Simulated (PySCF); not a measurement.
AlH₂IO, SMILES [OH][AlH][I]. Heavy atoms are numbered as in [AlH:1]([I:3])[OH:4]. Hydrogens are named by the atom that carries them.

Coordinates come from a B3LYP-D3(BJ)/def2-TZVP optimisation. The def2 effective core potentials stand for the cores of I; spin–orbit coupling is left out. The values are those of a single conformer.

All values below come from CAM-B3LYP/def2-TZVPD (PySCF).

Mulliken values depend strongly on the basis, most of all with diffuse functions as here. ESP charges are fitted to the potential on shells at 1.4 to 2.0 van der Waals radii. Atomic charges (e), one atom of each kind:

```
atom       ESP fit  Mulliken
---------  -------  --------
Al1 (AlH)     0.72      0.36
H on Al1         ?     -0.06
I3               ?     -0.19
O4 (OH)          ?     -0.42
H on O4       0.34      0.31
```

Some entries are withheld; supply them. (Estimate from the structure and the level; the computed values follow.)


- H on Al1, ESP fit: -0.18
- I3, ESP fit: -0.24
- O4 (OH), ESP fit: -0.64
